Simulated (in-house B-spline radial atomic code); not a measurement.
F III (F2+) is squeezed into an impenetrable sphere of radius R (the orbitals vanish at R). No spin polarisation. Level of theory: non-relativistic Hartree-Fock, average of configuration, point nucleus; calculated with an all-electron radial atomic-structure program (B-spline basis).

Energies in eV above the free ion in [He] 2s2 2p3:

| R (bohr) | highest level (eV) | [He] 2s2 2p3 | [He] 2s1 2p4 | -dE/dV in [He] 2s2 2p3 (GPa) |
| --- | --- | --- | --- | --- |
| 8.38 | -60.9 | 0 | 21.3 | 4.79e-09 |
| 6.55 | -60.9 | 0 | 21.3 | 8.88e-06 |
| 5.04 | -60.9 | 0.0003444 | 21.3 | 0.00434 |
| 4.31 | -60.9 | 0.005059 | 21.31 | 0.0853 |
| 3.86 | -60.9 | 0.02572 | 21.34 | 0.532 |
| 3.09 | -60.6 | 0.3868 | 21.79 | 12 |
| 2.75 | -59.9 | 1.237 | 22.78 | 47.7 |
| 2.13 | -55.6 | 9.749 | 31.9 | 607 |
| 1.94 | -52.2 | 18.15 | 40.54 | 1350 |
| 1.41 | -26.2 | 103.4 | 124.1 | 15000 |

(1) Does [He] 2s1 2p4 fall below [He] 2s2 2p3 under compression?

## Answers

(1) No, it stays above over the whole range.
